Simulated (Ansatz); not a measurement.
Molecule: sum formula HBO (charge 0, singlet). SMILES: [B]O
Structure (B3LYP-D3(BJ)/def2-TZVP (Ansatz, a program for electronic structure) minimum search):
```
O
H 1 0.9660
B 1 1.2954 2 125.16
```
Charge 0, spin multiplicity 1.

Property: vertical triplet-singlet gap (E(triplet) - E(singlet); each state is the SCF solution reached for its spin), in eV. Correlated levels leave the core frozen unless marked. UHF or UKS for open shells. Spin-orbit coupling is left out. No relativistic terms. Basis-set limits of correlation are two-point, X^-3; Hartree-Fock from the larger set.

| level | program | vertical triplet-singlet gap (eV) |
|---|---|---|
| HF/def2-SVPD | Ansatz | 2.03 |

**Question.** Predict the CCSD(T)/CBS(aug-cc-pVTZ,aug-cc-pVQZ) result (Ansatz).

**Answer.** 3.14 eV
